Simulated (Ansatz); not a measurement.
BrFH3NSi2 at its PBE0-D4/def2-TZVP geometry, where that method's forces vanish. Charge 0, multiplicity 1. The bonds changed during the relaxation, so this is another structure than the one it started from.

```xyz
8

F    -1.5777   -1.2595   -1.2845
Si   -2.2069   -0.1787   -0.2583
Br    1.7160   -1.4560    1.3003
N    -0.7415    0.5018    0.3432
Si    0.9175    0.1495   -0.0150
H    -0.8808    1.1976    1.0671
H     1.7277    1.3580    0.2552
H     1.0457   -0.3127   -1.4080
```

Problem. What forces (eV/Å) does PBE-D4/def2-TZVPP give on these atoms in Ansatz? (An estimate is asked.)

Solution. The calculation gave: 
```
F1   0.210 -0.447 -0.420
Si2 -0.613  0.232  0.222
Br3  0.096 -0.185  0.147
N4   0.046  0.056  0.015
Si5  0.207  0.004 -0.063
H6  -0.042  0.241  0.247
H7   0.090  0.143  0.019
H8   0.006 -0.043 -0.167
```
